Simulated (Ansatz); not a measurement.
## One elementary step

Start structure (CH$_{8}$GeO, singlet), relaxed at PBE0-D4/def2-TZVP:

```xyz
11
angstrom
Ge -0.5401 1.4259 -1.2890
H 0.7157 1.6425 -0.4314
H -0.2337 0.4675 -2.4444
H -0.9619 2.7881 -1.8713
H -1.6819 0.8848 -0.4221
H 1.3225 -1.3342 -0.2420
O 0.3931 -1.3407 -0.0027
C 0.2863 -1.1677 1.3932
H 0.7815 -1.9729 1.9486
H 0.6948 -0.2052 1.7246
H -0.7763 -1.1884 1.6365
```

The step: CH₄O ([CH3][OH]) + GeH₄ → CH₆GeO ([CH3][O][GeH3]) + H₂; bonds formed: Ge1–O7, H2–H6; bonds broken: Ge1–H2, H6–O7. Computed with Ansatz 0.2.0 (basis: def2-TZVPP and def2-QZVPP); correlated methods freeze the cores. Filled d shells of the heavier atoms are correlated. The def2 sets are not built for correlating such inner shells, so the correlated values are less sure here. Extrapolation: Hartree–Fock as exp(−7.88 √X), correlation as X^−2.97. Energies below are by CCSD(T) at an estimated basis limit (MP2 extrapolated from triple and quadruple zeta, plus CCSD(T) − MP2 in triple zeta).

**Question.** What are the electronic barrier and the energy of the step, from the start structure to the end structure? (An estimate is asked for; the value comes from the calculation.)

**Answer.** Computed: Barrier 202.3 kJ/mol; step energy 3.9 kJ/mol (uphill); reverse barrier, their difference, 198.4 kJ/mol. Barrier and step energy count from the start structure, the reverse barrier from the end structure.

The saddle point: One imaginary mode of 1306i cm⁻¹.
```tsv
pair	start (Å)	saddle (Å)	end (Å)
Ge1–O7	3.19	2.00	1.78
H2–H6	3.04	1.09	0.75
Ge1–H2	1.54	1.92	4.71
H6–O7	0.96	1.15	2.47
```

Zero-point energy (harmonic, PBE0-D4): ZPE is 216.5 kJ/mol at the start and 205.6 kJ/mol at the saddle, so the barrier goes from 202.3 to 191.3 kJ/mol.

The T1 diagnostic stays at or below 0.014.

Labels in which every atom is bracketed show which atoms are joined, not bond orders.

For scale, one of the runs: CCSD(T)/def2-TZVPP, 222 basis functions, launched by `ansatz run in.yaml --threads 4 --pin off --events-out ev --progress --plain --max-ram 9574MiB`. The run took 72 s on 4 CPU threads of an Arm Neoverse V2 (shared host), with 3.6 GiB of host memory at its peak.
